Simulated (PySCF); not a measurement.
Job file and geometry (Å, from GFN2-xTB) of an NMR shielding run on SMILES N#C[BH2-][NH2+][C@@H]1C[C@@H]1CF, C$_{5}$H$_{10}$BFN$_{2}$, GIAO PBE0/pcSseg-1 NMR shielding, non-relativistic, gas phase in PySCF 2.14.0, density-fitted response routines; density fitting, a coarse starting grid and PySCF grid level 2 are the driver's defaults:

```
$ OMP_NUM_THREADS=1 python probes_run.py task.json out

{"job": {"kind": "nmr", "xc": "PBE0", "basis": "pcSseg-1"}, "charge": 0, "multiplicity": 1}
N     -3.188031     0.757420    -2.160377
C     -2.814965     0.247085    -1.199886
B     -2.273922    -0.424193     0.088030
N     -0.807160     0.275461     0.359365
C      0.131980     0.094918    -0.725737
C      1.003630    -1.115352    -0.759578
C      1.617388     0.234076    -0.490835
C      2.119714     0.561776     0.893362
F      1.499038     1.698029     1.378289
H     -2.079094    -1.588315    -0.071291
H     -2.947668    -0.170019     1.037268
H     -0.447918    -0.124508     1.222213
H     -0.965913     1.269786     0.519167
H     -0.273387     0.461182    -1.660913
H      1.191708    -1.590006    -1.708813
H      0.937521    -1.809738     0.064837
H      2.187450     0.693838    -1.287084
H      1.907031    -0.232735     1.617462
H      3.192795     0.770547     0.892223
```

Q: What does the program print?

A: 
```
coarse grid: 15928 points
cycle   1  E = -430.0452753549  dE =  1.184e+00  |g| = 5.969e-01  |ddm| = 3.772e+00
cycle   2  E = -429.9862616321  dE =  5.901e-02  |g| = 8.666e-01  |ddm| = 1.157e+00
cycle   3  E = -430.1174716093  dE = -1.312e-01  |g| = 2.010e-01  |ddm| = 6.372e-01
cycle   4  E = -430.1254537400  dE = -7.982e-03  |g| = 8.411e-02  |ddm| = 1.699e-01
cycle   5  E = -430.1268261647  dE = -1.372e-03  |g| = 1.744e-02  |ddm| = 5.335e-02
cycle   6  E = -430.1268866560  dE = -6.049e-05  |g| = 3.233e-03  |ddm| = 1.615e-02
cycle   7  E = -430.1268885876  dE = -1.932e-06  |g| = 1.302e-03  |ddm| = 3.553e-03
final grid: 154560 points
cycle   8  E = -430.1831599281  dE = -8.893e-05  |g| = 9.459e-03  |ddm| = 5.285e-02
cycle   9  E = -430.1831537070  dE =  6.221e-06  |g| = 1.145e-02  |ddm| = 1.733e-02
cycle  10  E = -430.1831813529  dE = -2.765e-05  |g| = 1.625e-03  |ddm| = 9.045e-03
cycle  11  E = -430.1831817753  dE = -4.224e-07  |g| = 5.863e-04  |ddm| = 1.413e-03
cycle  12  E = -430.1831818304  dE = -5.507e-08  |g| = 3.048e-04  |ddm| = 5.219e-04
cycle  13  E = -430.1831818485  dE = -1.813e-08  |g| = 5.288e-05  |ddm| = 1.921e-04
cycle  14  E = -430.1831818491  dE = -5.615e-10  |g| = 1.233e-05  |ddm| = 5.186e-05
converged SCF energy = -430.1831818491

GIAO shielding tensors (ppm)
atom      isotropic    diamagn.    paramagn.     s11        s22        s33       span
  0 N      -69.950     339.537    -409.487   -255.285   -232.870    278.307    533.592
  1 C       51.486     261.806    -210.320    -68.238    -67.261    289.956    358.195
  2 B      128.336     186.349     -58.013    114.064    119.600    151.343     37.279
  3 N      203.934     320.726    -116.792    181.556    210.248    219.999     38.444
  4 C      152.370     248.963     -96.593    114.379    139.939    202.793     88.414
  5 C      169.015     253.569     -84.554    139.636    167.561    199.846     60.210
  6 C      167.080     258.292     -91.212    131.556    164.345    205.339     73.783
  7 C       96.811     241.507    -144.695     54.628     83.378    152.428     97.800
  8 F      413.301     476.774     -63.473    364.961    400.454    474.488    109.527
  9 H       29.401      28.763       0.638     25.870     29.231     33.104      7.234
 10 H       29.379      27.775       1.604     25.654     28.580     33.903      8.249
 11 H       29.538      33.888      -4.350     22.082     28.833     37.698     15.616
 12 H       27.799      32.859      -5.061     20.390     26.315     36.692     16.302
 13 H       28.207      33.541      -5.334     20.991     27.844     35.786     14.794
 14 H       30.337      31.352      -1.014     25.290     25.563     40.159     14.869
 15 H       31.193      32.235      -1.042     26.574     28.863     38.141     11.567
 16 H       30.078      32.402      -2.325     23.438     27.318     39.477     16.038
 17 H       27.438      29.501      -2.063     22.705     28.741     30.869      8.164
 18 H       26.107      27.141      -1.034     21.196     26.288     30.837      9.641
```

Size and cost of the density-fitted run: 203 basis functions, 82 s wall time on 1 thread of an Intel Xeon, shared host; peak memory 0.9 GiB.
